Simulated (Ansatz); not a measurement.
A structure relaxed at r2SCAN-D4/def2-SVP in Ansatz, charge 1, doublet:

| atom | x (Å) | y (Å) | z (Å) |
| --- | --- | --- | --- |
| Ge1 | 1.598 | -1.102 | -0.153 |
| Ge2 | -0.667 | 1.035 | 1.152 |
| Ge3 | 1.593 | 1.338 | 0.203 |
| Ge4 | -0.810 | -1.668 | 0.366 |
| Ge5 | -0.335 | 0.236 | -1.171 |
| H6 | 2.399 | -1.795 | -1.269 |
| H7 | -1.083 | 0.654 | -2.429 |
| H8 | -1.972 | 1.770 | 1.452 |
| H9 | -0.723 | -0.467 | 1.848 |

(1) Give its formula.

(2) Summarise the bond lengths by kind (pairs closer than 1.2 times the sum of covalent radii, bridged metal pairs left out).

Results:

(1) Ge₅H₄⁺ (the lowest doublet isomer of a short search).

(2) 8 × Ge–Ge 2.47 to 2.82 Å; 4 × Ge–H 1.52 to 1.66 Å.

The structure comes from a short search, and lower isomers may exist.
